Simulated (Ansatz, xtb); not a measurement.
# Two structures of C2H3NOSe

Structure I is `N#CC[SeH]=O`, a singlet and structure II is a singlet given by its coordinates. Both are isolated molecules in the gas phase, relaxed with PBE0-D3(BJ)/def2-SVP; the shapes shown needn't be the lowest conformers.

I (Å):

```xyz
8

C    -0.4002   -0.3277   -0.6931
C     0.6465   -0.5977   -1.6457
N    -1.1933   -0.1289    0.1278
O     3.2478   -1.7390   -1.9447
Se    2.3778   -1.0603   -0.7433
H     0.4258   -1.4633   -2.2866
H     0.8649    0.2762   -2.2759
H     1.6653   -2.1935   -0.0292
```

II (Å):

```yaml
atoms:
  - { symbol: C, position_ang: [0.5790, -0.8885, -0.9042] }
  - { symbol: C, position_ang: [-0.4662, -0.1190, -0.6467] }
  - { symbol: N, position_ang: [1.4592, -1.6638, -1.2196] }
  - { symbol: O, position_ang: [-1.1658, -0.1080, 2.1376] }
  - { symbol: Se, position_ang: [-1.7565, -0.7849, 0.5562] }
  - { symbol: H, position_ang: [2.3292, -1.6690, -0.6859] }
  - { symbol: H, position_ang: [-0.5598, 0.8666, -1.1106] }
  - { symbol: H, position_ang: [-1.5566, 0.7718, 2.2164] }
```

Close contacts (Å): C1–C2 1.32, C1–N3 1.21, C2–Se5 1.89, O4–Se5 1.82, C2–H7 1.09, N3–H6 1.02, O4–H8 0.97.

Energies in hartree; the thermal terms are from PBE0-D3(BJ)/def2-SVP harmonic frequencies (ideal gas, rigid rotor, one conformer each, 298.15 K, 1 atm) and include the zero-point energy:

|  | I | II |
| --- | --- | --- |
| E, CCSD(T)/def2-SVP | −2606.962332 | −2606.979436 |
| E, MP2/def2-SVP | −2606.912987 | −2606.927787 |
| E, MP2/def2-TZVPP | −2607.656149 | −2607.665699 |
| zero-point energy | 0.047639 | 0.049691 |
| H(298 K) − E | 0.054521 | 0.056784 |
| G(298 K) − E | 0.016658 | 0.018675 |

Task: Correct the CCSD(T) difference for the basis set by the MP2 change, then work out ΔE, ΔE₀, ΔH and ΔG for I → II in kJ/mol (1 Eh = 2625.50 kJ/mol) and the equilibrium ratio [II]/[I].

Result: 1. Differences II − I: CCSD(T) −0.017104, MP2 in the small set −0.014800, MP2 in the large set −0.009550 Eh.
2. ΔE = −0.017104 + (−0.009550 − (−0.014800)) = −0.011854 Eh = −31.12 kJ/mol.
3. ΔE₀ = ΔE + ΔZPE = −0.011854 + (+0.002052) Eh = −25.74 kJ/mol.
4. ΔH = ΔE + (+0.002263) Eh = −25.18 kJ/mol.
5. ΔG = ΔE + (+0.002017) Eh = −25.83 kJ/mol, so ΔS = (ΔH − ΔG)/T = +2.2 J/(mol K).
6. kT = 0.9442 mEh, so K = [II]/[I] = exp(−ΔG/kT) = exp(+10.42) ≈ 3.3 × 10^4.

Structure II is favoured at this temperature. An error of 4 kJ/mol in ΔG would change K by a factor of 5. The basis-set step is large, which makes the value less sure. Mirror images and further conformers aren't counted.

Other levels gave ΔE = −35.7 (GFN2-xTB); −225.7 (HF/STO-3G, GFN2-xTB geometries); −66.1 (r2SCAN-D4/def2-SVP, GFN2-xTB geometries); −69.5 (PBE0-D3(BJ)/def2-SVP); −75.7 (HF/def2-SVP); −38.9 (MP2/def2-SVP); −44.9 (CCSD(T)/def2-SVP) kJ/mol. The correlated steps freeze 13 core orbitals; the filled d shell of Se is correlated, in a basis made for valence electrons. Programs: Ansatz 0.2.0, xtb 6.7.1.
